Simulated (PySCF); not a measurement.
**Static response to an electric field**

Compound: GaH2(OiPr), C₃H₉GaO.
Geometry (PBE0-D3(BJ)/def2-SVP, Å), atoms numbered from 1 in this order:
```
atom  x, y, z in Å
Ga1    0.8661    1.7530   -1.2154
H2     2.1401    2.5476   -1.6326
H3    -0.6196    2.0068   -1.6444
O4     1.2533    0.4061   -0.1070
C5     0.3738   -0.5268    0.4715
C6    -0.3039   -1.3823   -0.5893
C7    -0.6321    0.1533    1.3890
H8     1.0033   -1.1923    1.0925
H9    -0.9734   -0.7690   -1.2158
H10   -0.9087   -2.1825   -0.1353
H11    0.4504   -1.8488   -1.2405
H12   -0.1093    0.7711    2.1344
H13   -1.3097    0.8039    0.8109
H14   -1.2496   -0.5839    1.9250
```

Level: CAM-B3LYP/def2-SVPD (PySCF), static field, nuclei fixed, core orbitals frozen in the response. The polarisability tensor in these axes (au):

```
x   68.83  4.84 -3.01
y    4.84 74.05 -7.11
z   -3.01 -7.11 68.87
```

**Question.** What are the eigenvalues, a third of the trace, and Δα (Δα² = ½Σ(αi − αj)² over the three pairs)?

**Answer.** Principal values 63.86, 66.32 and 81.56 au; mean 70.58 au = 10.46 Å³ = 11.64 × 10⁻⁴⁰ C²·m²/J; Δα = 16.61 au (24 % of the mean).

**Question.** What is the dipole moment, and where does it point?

**Answer.** (-1.19, -0.02, -0.18) D, 1.21 D in size, pointing from the negative to the positive side. Measured along this direction, the outermost atoms are H2 at the negative end and H9 and H13 at the positive end.

**Question.** Find the Langevin capture rate constant for NH4+ (18.034 u) meeting this molecule (129.991 u), k = 2.342 × 10⁻⁹ cm³/s × √(α in Å³ / reduced mass in u).

**Answer.** The reduced mass is 15.84 u, so k = 1.90 × 10⁻⁹ cm³/s. The formula leaves out the permanent dipole, which adds to the capture rate.

**Question.** What depolarisation ratio follows for Rayleigh scattering of linearly polarised light, taking the static tensor?

**Answer.** ρ = 3Δα²/(45ᾱ² + 4Δα²) = 827.9/(224168 + 1103.8) = 0.00368.

**Question.** Sum over states: ᾱ = Σ f/ω², ω in Eh. What share falls to these 15 lowest TDDFT singlets (eV, f)? 5.32, 0.0021; 5.98, 0.0585; 6.33, 0.0045; 7.33, 0.0302; 7.34, 0.0637; 7.57, 0.0413; 7.74, 0.0237; 8.07, 0.0002; 8.23, 0.0172; 8.37, 0.0556; 8.39, 0.0166; 8.49, 0.0548; 8.57, 0.2412; 8.62, 0.0003; 8.63, 0.0224.

**Answer.** They add up to 7.64 au, 10.8 % of the 70.58 au; the largest single term is 2.43 au, from the state at 8.57 eV. Terms in order: 0.05, 1.21, 0.08, 0.42, 0.88, 0.53, 0.29, 0.00, 0.19, 0.59, 0.17, 0.56, 2.43, 0.00, 0.22 au. Higher excitations give the rest. The strengths listed sum to 0.632.

**Question.** Molar refractivity from α?

**Answer.** Lorentz–Lorenz: R = (4π/3)N_A α = 2.5225 cm³/(mol·Å³) × 10.46 Å³ = 26.4 cm³/mol, in the limit of long wavelengths.

The structure is a single PBE0-D3(BJ)/def2-SVP conformer in the gas phase; no vibrational or solvent corrections. The calculation is non-relativistic, for gallium too.

The run behind these numbers computed excited states as well. Time: 45 s wall (with the writing of density and orbital grids); peak memory 1.0 GiB. Hardware: Arm Neoverse V1, one thread, no GPU (shared host).
